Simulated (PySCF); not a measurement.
C₄H₆BFO, SMILES FB1CC=CCO1.

Coordinates come from a B3LYP-D3(BJ)/def2-SVP optimisation. The structure was generated by enumeration, and PubChem lists no compound with its InChIKey, so it may never have been made. One conformer was computed; it need not be the lowest.

Two levels are set side by side: TDA-PBE/def2-SVPD (PySCF) and TDA-LC-ωPBE/def2-SVPD (PySCF). Vertical, same geometry. The lowest singlet is HOMO→LUMO+1 100 % with PBE and HOMO→LUMO 67 %, HOMO→LUMO+2 18 % with the other functional; states are paired by order. Differences are taken from unrounded values.

```json
[
 {"quantity": "lowest singlet excitation (eV)", "TDA-LC-ωPBE": "7.38"},
 {"quantity": "lowest triplet excitation (TDA) (eV)", "TDA-LC-ωPBE": "4.19"},
 {"quantity": "first bright state (f over 0.05) (eV)", "TDA-LC-ωPBE": "7.60"},
 {"quantity": "its oscillator strength", "TDA-LC-ωPBE": "0.24"}
]
```

Question: What does TDA-PBE give, and how far is it from TDA-LC-ωPBE? (The exact figures need the calculation; the answer reports its results.)

Answer: 
```tsv
quantity	TDA-PBE	TDA-PBE minus TDA-LC-ωPBE
lowest singlet excitation (eV)	5.95	-1.43
lowest triplet excitation (TDA) (eV)	4.38	0.19
first bright state (f over 0.05) (eV)	6.74	-0.86
its oscillator strength	0.12	-0.11
```

A lower first singlet is the usual sign of a functional without exact exchange. Differences between two approximate levels are no errors against the true value.

Rough cost on one machine, each run with all the roots and properties that it gave: TDA-LC-ωPBE against TDA-PBE about 4 times.
